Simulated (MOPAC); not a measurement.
MOPAC input (AM1):

```
AM1 PRECISE GNORM=0.05 LET XYZ UHF MS=0.5 GEO-OK AUX(PRECISION=9) THREADS=1
CH5OSi

C     1.58952800 1    0.18519500 1   -0.29336500 1
O     0.33224300 1   -0.47033300 1   -0.35058400 1
Si   -1.04297300 1    0.05714900 1    0.39254300 1
H     1.48670600 1    1.26255100 1   -0.45660600 1
H     2.07172300 1    0.01806400 1    0.67348300 1
H     2.22124300 1   -0.23093000 1   -1.07764100 1
H    -1.21941700 1    1.52218300 1    0.14501600 1
H    -2.15374600 1   -0.72045300 1   -0.21498800 1
```

Output:

```
 *******************************************************************************
 **                                                                           **
 **                              MOPAC v23.2.5                                **
 **                                                                           **
 *******************************************************************************
 ** MOPAC's Digital Object Identifier: https://doi.org/10.5281/zenodo.6511958 **
 **                                                                           **
 ** Please cite the open-source release paper for use of this MOPAC version:  **
 ** J. E. Moussa and J. J. P. Stewart (2026)                                  **
 ** MOPAC: An open-source semiempirical molecular orbital program             **
 ** J. Open Source Softw., 11(119), 8025, https://doi.org/10.21105/joss.08025 **
 *******************************************************************************

                              AM1 CALCULATION RESULTS

 *******************************************************************************
 *  AM1        - The AM1 Hamiltonian to be used
 *  GEO-OK     - OVERRIDE INTERATOMIC DISTANCE AND OTHER SAFETY CHECKS
 *  UHF        - UNRESTRICTED HARTREE-FOCK CALCULATION
 *  MS=        - IN MECI, MAGNETIC COMPONENT OF SPIN =  0.5
 *  LET        - OVERRIDE SOME SAFETY CHECKS
 *  PRECISE    - TIGHTER CRITERIA TO BE USED
 *  XYZ        - CARTESIAN COORDINATE SYSTEM TO BE USED
 *  GNORM      - EXIT WHEN GRADIENT NORM DROPS BELOW 0.050
 *  AUX        - OUTPUT AUXILIARY INFORMATION
 *******************************************************************************
AM1 PRECISE GNORM=0.05 LET XYZ UHF MS=0.5 GEO-OK AUX(PRECISION=9) THREADS=1
 CH5OSi

   ATOM   CHEMICAL          X               Y               Z
  NUMBER   SYMBOL      (ANGSTROMS)     (ANGSTROMS)     (ANGSTROMS)

     1       C          1.58952800  *   0.18519500  *  -0.29336500  *
     2       O          0.33224300  *  -0.47033300  *  -0.35058400  *
     3      Si         -1.04297300  *   0.05714900  *   0.39254300  *
     4       H          1.48670600  *   1.26255100  *  -0.45660600  *
     5       H          2.07172300  *   0.01806400  *   0.67348300  *
     6       H          2.22124300  *  -0.23093000  *  -1.07764100  *
     7       H         -1.21941700  *   1.52218300  *   0.14501600  *
     8       H         -2.15374600  *  -0.72045300  *  -0.21498800  *

          CARTESIAN COORDINATES

    NO.       ATOM           X           Y           Z

     1         C          1.5895      0.1852     -0.2934
     2         O          0.3322     -0.4703     -0.3506
     3        Si         -1.0430      0.0571      0.3925
     4         H          1.4867      1.2626     -0.4566
     5         H          2.0717      0.0181      0.6735
     6         H          2.2212     -0.2309     -1.0776
     7         H         -1.2194      1.5222      0.1450
     8         H         -2.1537     -0.7205     -0.2150

  H: (AM1): M.J.S. DEWAR ET AL, J. AM. CHEM. SOC. 107 3902-3909 (1985)
  C: (AM1): M.J.S. DEWAR ET AL, J. AM. CHEM. SOC. 107 3902-3909 (1985)
  O: (AM1): M.J.S. DEWAR ET AL, J. AM. CHEM. SOC. 107 3902-3909 (1985)
 Si: (AM1): M.J.S.DEWAR, C. JIE, ORGANOMETALLICS, 6, 1486-1490 (1987).

           Empirical Formula: C H5 O Si  =     8 atoms

      MOLECULAR POINT GROUP   :   C1

          UHF CALCULATION, NO. OF ALPHA ELECTRONS =   10
                           NO. OF BETA  ELECTRONS =    9

          Geometry optimization using EF

          DIAGONAL MATRIX USED AS START HESSIAN

 CYCLE:     1  GRAD.:   156.152 HEAT: -35.57028
 CYCLE:     2  GRAD.:   292.190 HEAT: -27.77103
 CYCLE:     3  GRAD.:   201.547 HEAT: -22.16601
 CYCLE:     4  GRAD.:   134.049 HEAT: -37.27866
 CYCLE:     5  GRAD.:   279.044 HEAT: -19.56167
 CYCLE:     6  GRAD.:   149.617 HEAT: -37.06219
 CYCLE:     7  GRAD.:   174.160 HEAT: -23.99017
 CYCLE:     8  GRAD.:    89.048 HEAT: -40.31061
 CYCLE:     9  GRAD.:   393.496 HEAT:  1.050348
 CYCLE:    10  GRAD.:    70.429 HEAT: -42.28873
 CYCLE:    11  GRAD.:    84.838 HEAT: -41.47256
 CYCLE:    12  GRAD.:    25.980 HEAT: -43.41143
 CYCLE:    13  GRAD.:    55.164 HEAT: -42.90692
 CYCLE:    14  GRAD.:     3.177 HEAT: -43.71662
 CYCLE:    15  GRAD.:     3.208 HEAT: -43.74518
 CYCLE:    16  GRAD.:     4.036 HEAT: -43.82042
 CYCLE:    17  GRAD.:     3.108 HEAT: -43.86642
 CYCLE:    18  GRAD.:     1.636 HEAT: -43.87709
 CYCLE:    19  GRAD.:     0.885 HEAT: -43.88305
 CYCLE:    20  GRAD.:     0.455 HEAT: -43.88531
 CYCLE:    21  GRAD.:     0.195 HEAT: -43.88553
 CYCLE:    22  GRAD.:     0.255 HEAT: -43.88575
 CYCLE:    23  GRAD.:     0.423 HEAT: -43.88603
 CYCLE:    24  GRAD.:     0.541 HEAT: -43.88658
 CYCLE:    25  GRAD.:     0.691 HEAT: -43.88773
 CYCLE:    26  GRAD.:     0.635 HEAT: -43.88906
 CYCLE:    27  GRAD.:     1.131 HEAT: -43.89176
 CYCLE:    28  GRAD.:     0.878 HEAT: -43.89331
 CYCLE:    29  GRAD.:     0.447 HEAT: -43.89433
 CYCLE:    30  GRAD.:     0.189 HEAT: -43.89456
 CYCLE:    31  GRAD.:     0.224 HEAT: -43.89480
 CYCLE:    32  GRAD.:     0.355 HEAT: -43.89502
 CYCLE:    33  GRAD.:     0.293 HEAT: -43.89522
 CYCLE:    34  GRAD.:     0.696 HEAT: -43.89607
 CYCLE:    35  GRAD.:     0.620 HEAT: -43.89688
 CYCLE:    36  GRAD.:     5.366 HEAT: -43.87835
 CYCLE:    37  GRAD.:     0.356 HEAT: -43.89794
 CYCLE:    38  GRAD.:     0.189 HEAT: -43.89827
 CYCLE:    39  GRAD.:     0.322 HEAT: -43.89845
 CYCLE:    40  GRAD.:     0.201 HEAT: -43.89849
 CYCLE:    41  GRAD.:     0.452 HEAT: -43.89837
 CYCLE:    42  GRAD.:     0.022 HEAT: -43.89852

     GRADIENT =  0.02153 IS LESS THAN CUTOFF =  0.05000

 -------------------------------------------------------------------------------
 AM1 PRECISE GNORM=0.05 LET XYZ UHF MS=0.5 GEO-OK AUX(PRECISION=9) THREADS=1
 CH5OSi

     GEOMETRY OPTIMISED USING EIGENVECTOR FOLLOWING (EF).
     SCF FIELD WAS ACHIEVED

                              AM1 CALCULATION
                                                       MOPAC v23.2.5 Linux

          FINAL HEAT OF FORMATION =        -43.89852 KCAL/MOL =    -183.67142 KJ/MOL

          COSMO AREA              =        106.11 SQUARE ANGSTROMS
          COSMO VOLUME            =         93.67 CUBIC ANGSTROMS

          GRADIENT NORM           =          0.02153          =       0.00761 PER ATOM
          IONIZATION POTENTIAL    =          8.622913 EV
          ALPHA SOMO LUMO (EV)    =         -8.623  0.979
          BETA  SOMO LUMO (EV)    =        -11.149 -0.599
          NO. OF ALPHA ELECTRONS  =         10
          NO. OF BETA  ELECTRONS  =          9
          MOLECULAR WEIGHT        =         61.1354         POINT GROUP:  C1

          MOLECULAR DIMENSIONS (Angstroms)

            Atom       Atom       Distance
            H     8    H     6     4.60587
            H     7    O     2     2.29267
            H     5    H     4     1.57546

          SCF CALCULATIONS        =         43

   ATOM   CHEMICAL          X               Y               Z
  NUMBER   SYMBOL      (ANGSTROMS)     (ANGSTROMS)     (ANGSTROMS)

     1       C          1.53470077  *   0.20569482  *  -0.27664769  *
     2       O          0.39728673  *  -0.58576092  *  -0.43484145  *
     3      Si         -1.02107856  *   0.08003287  *   0.37378086  *
     4       H          1.32172946  *   1.27932380  *  -0.51826965  *
     5       H          1.92861921  *   0.12586445  *   0.76994731  *
     6       H          2.29752166  *  -0.19870139  *  -0.99443489  *
     7       H         -1.12389190  *   1.52838780  *   0.29658277  *
     8       H         -2.20292543  *  -0.61513523  *  -0.10753001  *

                             CARTESIAN COORDINATES

   1    C        1.534700771     0.205694822    -0.276647687
   2    O        0.397286726    -0.585760917    -0.434841454
   3   Si       -1.021078563     0.080032868     0.373780859
   4    H        1.321729456     1.279323795    -0.518269647
   5    H        1.928619207     0.125864446     0.769947305
   6    H        2.297521658    -0.198701386    -0.994434892
   7    H       -1.123891902     1.528387800     0.296582771
   8    H       -2.202925432    -0.615135231    -0.107530012

           Empirical Formula: C H5 O Si  =     8 atoms

      MOLECULAR POINT GROUP   :   C1

          ALPHA EIGENVALUES
 -37.57957 -26.83392 -17.59563 -16.05682 -15.88738 -14.35056 -12.14101 -11.76726
 -11.47375  -8.62291   0.97905   1.59226   1.78559   4.03311   4.21277   4.49474
   5.34273

           BETA EIGENVALUES
 -37.46197 -26.79979 -17.43749 -15.95319 -15.68046 -14.01568 -12.10853 -11.64242
 -11.14884  -0.59916   1.43836   1.90524   2.04711   4.03655   4.23350   4.49378
   5.41141

              NET ATOMIC CHARGES AND DIPOLE CONTRIBUTIONS

  ATOM NO.   TYPE          CHARGE      No. of ELECS.   s-Pop       p-Pop
    1          C          -0.051193        4.0512     1.23143     2.81976
    2          O          -0.473916        6.4739     1.86933     4.60459
    3         Si           0.699383        3.3006     0.95379     2.34683
    4          H           0.049711        0.9503     0.95029
    5          H           0.054599        0.9454     0.94540
    6          H           0.095992        0.9040     0.90401
    7          H          -0.202738        1.2027     1.20274
    8          H          -0.171839        1.1718     1.17184
 DIPOLE           X         Y         Z       TOTAL
 POINT-CHG.     0.082     0.818     1.733     1.918
 HYBRID         0.231     0.342    -0.915     1.004
 SUM            0.312     1.160     0.818     1.454

          ATOMIC ORBITAL ELECTRON POPULATIONS

     Atom    s        px        py        pz
    1  C   1.23143   0.88546   0.93162   1.00268
    2  O   1.86933   1.28165   1.55135   1.77158
    3 Si   0.95379   0.68633   0.77373   0.88677
    4  H   0.95029
    5  H   0.94540
    6  H   0.90401
    7  H   1.20274
    8  H   1.17184

                    (SZ)    =    0.500000
                    (S**2)  =    0.758561

          ATOMIC ORBITAL SPIN POPULATIONS

    Atom   Total    s     px     py     pz
         Atomic
    1  C  0.0001  0.000 -0.001  0.001 -0.000
    2  O  0.0423  0.003 -0.011 -0.009  0.059
    3 Si  1.0469  0.234  0.049  0.083  0.680
    4  H  0.0004  0.000
    5  H  0.0023  0.002
    6  H -0.0027 -0.003
    7  H -0.0421 -0.042
    8  H -0.0473 -0.047

 **********************
 *                    *
 * JOB ENDED NORMALLY *
 *                    *
 **********************

 == MOPAC DONE ==
```

The geometry given is a B3LYP-D3(BJ)/def2-TZVP minimum.
